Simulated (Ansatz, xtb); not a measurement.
## Two isomers of BrClH3OSi2+

We compare I, `Cl[SiH2]O[SiH+]Br`, a singlet, with II, `[SiH2+]O[Si@H](Cl)Br`, a singlet. Both are isolated ions in the gas phase, relaxed with B3LYP-D3(BJ)/def2-SVP; the shapes shown needn't be the lowest conformers.

I (Å):

```xyz
8

Br   -2.4735    0.9636   -2.3064
Cl   -0.6730   -1.7188    0.1137
O    -0.0603    1.2246   -0.1288
Si    0.4837   -0.1695    0.7706
Si   -0.9671    1.9637   -1.1845
H     1.8957   -0.3166    0.3807
H     0.2080    0.1817    2.1735
H    -0.7360    3.4007   -1.3750
```

II (Å):

| atom | x (Å) | y (Å) | z (Å) |
| --- | --- | --- | --- |
| Br | 1.6462 | 0.9478 | 0.1770 |
| Cl | -0.6884 | 3.5953 | 0.2685 |
| O | -1.3772 | 0.7809 | 0.9772 |
| Si | -2.0480 | -0.4686 | 0.2872 |
| Si | -0.0542 | 1.9018 | 1.1811 |
| H | -3.4307 | -0.7788 | 0.6814 |
| H | -1.2858 | -1.2593 | -0.6955 |
| H | 0.1028 | 2.0228 | 2.6348 |

Q: Estimate which is lower in electronic energy at CCSD(T)/def2-SVP + ΔMP2/def2-TZVPP, and by roughly how much.

A: The CCSD(T)/def2-SVP + ΔMP2/def2-TZVPP calculation puts structure I lower, by 23.0 kJ/mol.

Level by level:

```
                             level               geometry  E(II) − E(I) (kJ/mol)  departure from the last row (kJ/mol)  job, with rough time for the two
             B3LYP-D3(BJ)/def2-SVP  B3LYP-D3(BJ)/def2-SVP                   +21.9                                  −1.1             optimisation, 4.5 min
                       HF/def2-SVP  B3LYP-D3(BJ)/def2-SVP                   +13.5                                  −9.5           part of the CCSD(T) run
                      MP2/def2-SVP  B3LYP-D3(BJ)/def2-SVP                   +17.9                                  −5.1           part of the CCSD(T) run
                  CCSD(T)/def2-SVP  B3LYP-D3(BJ)/def2-SVP                   +20.2                                  −2.8                      single point
CCSD(T)/def2-SVP + ΔMP2/def2-TZVPP  B3LYP-D3(BJ)/def2-SVP                   +23.0                                                      single point, 49 s
```

As drawn, both hold the same kinds of bond in the same numbers.

The levels shown agree on the order. The largest departure from CCSD(T)/def2-SVP + ΔMP2/def2-TZVPP is that of HF/def2-SVP, 9.5 kJ/mol. Levels run at GFN2-xTB geometries aren't shown. The last row adds to CCSD(T) the change of the MP2 difference between the two basis sets, here +2.8 kJ/mol.

With harmonic frequencies from B3LYP-D3(BJ)/def2-SVP (ideal gas, rigid rotor, one conformer each, 298.15 K, 1 atm): on the last row, ΔE + ΔZPE = +20.8 kJ/mol. A mode under 50 cm⁻¹ makes harmonic enthalpies and free energies unreliable, so none is given.

The correlated steps freeze 25 core orbitals; the filled d shell of Br is correlated, in a basis made for valence electrons. Programs: Ansatz 0.2.0; the last row on 2 threads of Intel(R) Xeon(R) Platinum 8259CL CPU @ 2.50GHz (Skylake/Cascade Lake) on a shared host.
